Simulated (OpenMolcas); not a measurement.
## In²⁺: effect of the basis set

* Program: OpenMolcas 26.06
* Method: SS-CASPT2, IPEA 0.25 Eh, imaginary shift 0.1 Eh (closed shells correlated: 4d)
* Active space: 1 electron in 4 orbitals (5s 5p)
* State averaging: 2S+1 = 2 even, 1 root; 2S+1 = 2 odd, 3 roots
* Spin-orbit coupling: state interaction with AMFI integrals over the reference wave functions, term energies averaged over their components

A. ANO-RCC-VDZP [6s5p3d1f], DKH2, point nucleus; CASPT2 step roughly 0.9 core-seconds
B. ANO-R1 [6s5p3d1f], X2C, finite nucleus; CASPT2 step roughly 0.5 core-seconds
C. ANO-R2 [7s6p4d2f1g], X2C, finite nucleus; CASPT2 step roughly 1 core-seconds
D. ANO-RCC-VTZP [7s6p4d2f1g], DKH2, point nucleus; CASPT2 step about 1 core-seconds
E. ANO-RCC-VQZP [8s7p5d3f2g], DKH2, point nucleus; CASPT2 step of the order of 1 core-seconds
F. ANO-R3 [8s7p5d3f2g1h], X2C, finite nucleus; CASPT2 step about 1.7 core-seconds

Energies in cm⁻¹ above 5s ²S_1/2, the measured ground level; measured values from Moore, Atomic Energy Levels, vol. III, NSRDS-NBS 35 (1971 reprint of NBS Circular 467, 1958).

```csv
Level,A,B,C,D,E,F,Measured
5s ²S_1/2,0.0,0.0,0.0,0.0,0.0,0.0,0.0
5p ²P°_1/2,58264,57978,58042,58315,57840,58008,57181
5p ²P°_3/2,62300,62129,61294,61558,61311,61598,61523
```

Deviations, from unrounded energies. A percentage is the sum of absolute deviations over the sum of measured energies, with the sign that they share, or ± where signs differ.

| Against measurement | Levels | A | B | C | D | E | F |
| --- | --- | --- | --- | --- | --- | --- | --- |
| mean absolute deviation (cm-1) | 2 | 930 | 700 | 550 | 580 | 440 | 450 |
| other configurations (%) | 2 | +1.6 | +1.2 | ±0.9 | +1.0 | ±0.7 | +0.8 |

E, F lie about equally close to measurement and A furthest from it. The largest miss of E in the table is 5p ²P°_1/2, by +660 cm-1. The ranking rests on the paired levels alone, and a cruder setting can come out closer through cancelling errors.

Among A to F the level of the table that moves most is 5p ²P°_3/2, by 1000 cm-1 (lowest in C, highest in A).

With one active electron, CASPT2 adds the correlation within the correlated inactive shells and between them and that electron, and leaves the splitting within a term as the reference gives it. Computed and measured levels are paired by configuration, term and J; levels that our copy of the source lacks, or whose pairing is in doubt (as where it misses far off the trend of its configuration), stay unpaired and out of the deviations. Levels of configurations outside the active space are missing.

° marks odd parity.
